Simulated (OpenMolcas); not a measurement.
Nd2+ among 6 point charges of -0.5 e arranged as a trigonal prism (D3h), 3.03 Å from the ion, with a polar angle of 54.0° against the regular 49.1°.
```
   2.4516    0.0000    1.7806  -0.50
  -1.2258    2.1232    1.7806  -0.50
  -1.2258   -2.1232    1.7806  -0.50
   2.4516    0.0000   -1.7806  -0.50
  -1.2258    2.1232   -1.7806  -0.50
  -1.2258   -2.1232   -1.7806  -0.50
```

```yaml
Program: OpenMolcas
Method: CASSCF
Basis: ANO-RCC-VDZP [7s6p4d2f1g]
Scalar_Hamiltonian: DKH2, point nucleus
Active_space: 4 electrons in 7 orbitals (4f)
State_averaging: 2S+1 = 5 even, 35 roots (33 in the spin-orbit step); 2S+1 = 3 even, 126 roots kept (CI in the orbitals of an earlier block, 106 in the spin-orbit step); 2S+1 = 1 even, 96 roots kept (CI in the orbitals of an earlier block, 31 in the spin-orbit step)
Spin-orbit_coupling: state interaction with AMFI integrals over the reference wave functions
```

Task: What is the spin-free ground state (labels of D3, the rotations of D3h)?

Result: 5A1, 1-fold in its orbital part, 100 % from free-ion I terms; it has the highest spin that f4 allows.

Task: Where is the first state of the same spin?

Result: 5E at 5.67 cm-1 above the ground state.

Task: What are the lowest two levels with spin-orbit coupling?

Result: A 1-fold level A1, then a 2-fold level E 7.6 cm-1 above it. Their leading multiplicities are 5 (98 %) and 5 (98 %).

Task: What is χT at 300 K, and how does it compare with the textbook value?

Result: Hund's rules give f4 the level 5I4 with g = 0.600, so an isolated free-ion multiplet has χT = g² J(J+1) / 8 = 0.900 cm3 K/mol. The computed 1.038 at 300 K differs by +15 %, through the field's splitting, the mixing of terms and any other multiplet in reach.

High states are left out of the spin-orbit mixing, which shifts the levels that they would mix with. Point charges carry no covalency, so the field is a model and not that of real ligands. An unlabelled pair can be two single states that coincide in this model. A group larger than the point group allows holds several states that coincide in this model. The first state left out of the spin-orbit step lies near 34000 cm-1 above the lowest spin-free state of the reference (among the parities and spins computed), and the lists stop at four fifths of that energy or lower. No measured value stands beside these numbers.
